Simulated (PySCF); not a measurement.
Isomers of C7H11ClSi, mass 158.032 u with the commonest isotopes. Method used: PBE0/pcSseg-1 in PySCF (dipole) on a GFN2-xTB geometry, gas phase. One conformer each, none proved a minimum here; rigid rotors.

Problem. Order these by rotational constant B, smallest first.
A. `[CH2:1]=[CH:2][C@:3]([CH3:4])([Cl:5])[C:6]1=[CH:7][SiH2:8][CH2:9]1` with C1–C2–C3–C4 -6°, C2–C3–C6–C7 -8°
B. `[CH2:1]=[CH:2][SiH2:3][C@@:4]([CH3:5])([Cl:6])[C:7]#[C:8][CH3:9]` with C1–C2–Si3–C4 128°, C2–Si3–C4–C5 -179°
C. `[Cl:1][C@@H:2]1[SiH2:3][CH:4]=[C:5]1[CH:6]1[CH2:7][CH2:8][CH2:9]1` with C4–C5–C6–C7 116°, Cl1–C2–Si3–C4 -115°, C2–Si3–C4–C5 1°, C5–C6–C7–C8 -135°, C6–C7–C8–C9 12°

Solution. C (768.1 MHz), A (788.4 MHz), B (821.0 MHz).

Problem. Order these by out-of-plane moment Σ m c² = (Ia + Ib − Ic)/2, largest first.
A. `[CH2:1]=[CH:2][C@:3]([CH3:4])([Cl:5])[C:6]1=[CH:7][SiH2:8][CH2:9]1` with C1–C2–C3–C4 -6°, C2–C3–C6–C7 -8°
B. `[Cl:1][C@@H:2]1[SiH2:3][CH:4]=[C:5]1[CH:6]1[CH2:7][CH2:8][CH2:9]1` with C4–C5–C6–C7 116°, Cl1–C2–Si3–C4 -115°, C2–Si3–C4–C5 1°, C5–C6–C7–C8 -135°, C6–C7–C8–C9 12°
C. `[CH2:1]=[CH:2][SiH2:3][C@@:4]([CH3:5])([Cl:6])[C:7]#[C:8][CH3:9]` with C1–C2–Si3–C4 128°, C2–Si3–C4–C5 -179°

Solution. C (131.80 u·Å²), A (81.01 u·Å²), B (47.86 u·Å²).

Problem. Order these by rotational constant A, smallest first.
A. `[Cl:1][C@@H:2]1[SiH2:3][CH:4]=[C:5]1[CH:6]1[CH2:7][CH2:8][CH2:9]1` with C4–C5–C6–C7 116°, Cl1–C2–Si3–C4 -115°, C2–Si3–C4–C5 1°, C5–C6–C7–C8 -135°, C6–C7–C8–C9 12°
B. `[CH2:1]=[CH:2][C@:3]([CH3:4])([Cl:5])[C:6]1=[CH:7][SiH2:8][CH2:9]1` with C1–C2–C3–C4 -6°, C2–C3–C6–C7 -8°
C. `[CH2:1]=[CH:2][SiH2:3][C@@:4]([CH3:5])([Cl:6])[C:7]#[C:8][CH3:9]` with C1–C2–Si3–C4 128°, C2–Si3–C4–C5 -179°

Solution. C (1230 MHz), B (1826 MHz), A (1873 MHz).

```json
{"SMILES": "C=C[C@](C)(Cl)C1=C[SiH2]C1", "point group": "C1", "Ia (u·Å²)": "276.80", "Ib (u·Å²)": "641.04", "Ic (u·Å²)": "755.81", "κ": "-0.79", "μa (D)": "0.53", "μb (D)": "1.52", "μc (D)": "1.08"}
{"SMILES": "C=C[SiH2][C@@](C)(Cl)C#CC", "point group": "C1", "Ia (u·Å²)": "411.03", "Ib (u·Å²)": "615.57", "Ic (u·Å²)": "763.00", "κ": "-0.44", "μa (D)": "0.92", "μb (D)": "1.38", "μc (D)": "1.25"}
{"SMILES": "Cl[C@@H]1[SiH2]C=C1C1CCC1", "point group": "C1", "Ia (u·Å²)": "269.88", "Ib (u·Å²)": "657.95", "Ic (u·Å²)": "832.11", "κ": "-0.75", "μa (D)": "1.27", "μb (D)": "1.64", "μc (D)": "0.65"}
```
